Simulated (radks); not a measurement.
Species: Xe7+. Configuration: [Kr] 4d10 5s1 (the NIST ground configuration). Calculated with a radial shooting solver on a logarithmic mesh with Libxc functionals: Dirac Kohn-Sham, BLYP, spin-unpolarised, spherical densities, finite nucleus; Fermi nuclear charge, rms radius 4.7859 fm.

Unscreened Slater integrals over Kohn-Sham orbitals (eV). Large and small components are both included.

integral          value
F0(5s1/2,5s1/2)  15.235
F0(5s1/2,4d5/2)  18.301
G2(5s1/2,4d5/2)  2.4055
F0(5s1/2,4d3/2)  18.337
G2(5s1/2,4d3/2)  2.3392
F0(5s1/2,4p3/2)  18.642
G1(5s1/2,4p3/2)  1.5802
F0(4d5/2,4d5/2)  28.449
F2(4d5/2,4d5/2)  14.497
F4(4d5/2,4d5/2)  9.6689
F0(4d5/2,4d3/2)  28.609
F2(4d5/2,4d3/2)  14.571
G2(4d5/2,4d3/2)  14.555
G4(4d5/2,4d3/2)  9.7082
F0(4d5/2,4p3/2)  29.975
F2(4d5/2,4p3/2)  15.358
G1(4d5/2,4p3/2)  19.549
G3(4d5/2,4p3/2)  12.177
F0(4d3/2,4d3/2)  28.772
F2(4d3/2,4d3/2)  14.650
F0(4d3/2,4p3/2)  30.163
F2(4d3/2,4p3/2)  15.472
G1(4d3/2,4p3/2)  19.688
G3(4d3/2,4p3/2)  12.273
F0(4p3/2,4p3/2)  31.797
F2(4p3/2,4p3/2)  16.705
